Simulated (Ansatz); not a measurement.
A single point on `CC(C)/C(O)=C/C(=O)C(C)(C)C`.

```yaml
crystal:
  periodic: [false, false, false]
  atoms:
    - {symbol: C, position_ang: [-3.671873, -0.512591, -0.830539]}
    - {symbol: C, position_ang: [-2.865602, 0.213907, 0.247299]}
    - {symbol: C, position_ang: [-2.752218, -0.619142, 1.511214]}
    - {symbol: C, position_ang: [-1.547869, 0.645363, -0.322351]}
    - {symbol: O, position_ang: [-1.656084, 1.535556, -1.281547]}
    - {symbol: C, position_ang: [-0.327624, 0.173178, 0.072860]}
    - {symbol: C, position_ang: [0.865359, 0.644785, -0.568341]}
    - {symbol: O, position_ang: [0.810800, 1.485942, -1.480935]}
    - {symbol: C, position_ang: [2.218384, 0.104167, -0.119082]}
    - {symbol: C, position_ang: [3.328987, 0.739111, -0.943717]}
    - {symbol: C, position_ang: [2.418898, 0.440590, 1.361250]}
    - {symbol: C, position_ang: [2.236934, -1.414582, -0.312406]}
    - {symbol: H, position_ang: [-3.766105, 0.097411, -1.728963]}
    - {symbol: H, position_ang: [-3.185904, -1.453680, -1.102071]}
    - {symbol: H, position_ang: [-4.673093, -0.743039, -0.460333]}
    - {symbol: H, position_ang: [-3.393188, 1.146763, 0.483368]}
    - {symbol: H, position_ang: [-2.182224, -0.105273, 2.287928]}
    - {symbol: H, position_ang: [-2.271435, -1.580598, 1.311775]}
    - {symbol: H, position_ang: [-3.747946, -0.828376, 1.907127]}
    - {symbol: H, position_ang: [-0.700620, 1.716535, -1.578259]}
    - {symbol: H, position_ang: [-0.269714, -0.554334, 0.866067]}
    - {symbol: H, position_ang: [3.206745, 0.521838, -2.005782]}
    - {symbol: H, position_ang: [3.335166, 1.824083, -0.830537]}
    - {symbol: H, position_ang: [4.296741, 0.349595, -0.618018]}
    - {symbol: H, position_ang: [3.395783, 0.076744, 1.690596]}
    - {symbol: H, position_ang: [2.387206, 1.520176, 1.526522]}
    - {symbol: H, position_ang: [1.658052, -0.021216, 1.993347]}
    - {symbol: H, position_ang: [2.071821, -1.679565, -1.359483]}
    - {symbol: H, position_ang: [3.211227, -1.810111, -0.013309]}
    - {symbol: H, position_ang: [1.473797, -1.913738, 0.287620]}
basis:
  gaussian: {orbitals: def2-QZVPP}
correlation: {method: mp2}
```

```sh
$ ansatz run in.yaml --threads 11 --pin off --events-out ev --progress --plain --max-ram 166912MiB --backend cuda --devices 0, --max-vram 75GiB
```

Shortened log:

```
Functional definition: HF
7322 factors; integrals over basis functions are off by at most 8.3e-4 eV
mean field evaluation 1: about -14659.4776 eV, gradient 6.4e1 eV
mean field evaluation 2: about -14659.8127 eV, gradient 6.4e1 eV
mean field evaluation 4: about -14670.1226 eV, gradient 7.9e0 eV
mean field evaluation 8: about -14670.3095 eV, gradient 6.2e-1 eV
mean field evaluation 16: about -14670.3121 eV, gradient 4.7e-6 eV
mean field -14670.31213875 eV, -539.1240272042 hartree, gradient 4.7e-6 eV, S^2 0.000000; 0 other end points of the search recorded, 0 dependent functions left out
12 core orbitals not correlated: weight in the atoms' cores, before any rotation towards them, 1.000 or more for the frozen orbitals, at most 0.000 for the correlated occupied ones
reference -14670.31213875 eV, -539.1240272042 hartree; 35, 35 occupied and 1177, 1177 virtual orbitals, 7322 factors
second order -63.23312435 eV of doubles, -0.00000000 eV of singles
Total energy: -14733.54526309 eV, -541.4478016630 hartree
```

Hardware: 11 threads of an AMD EPYC 7R13 on a shared host and a whole NVIDIA H100 80 GB. Wall time 7.5 s, peak host memory 2.2 GiB.
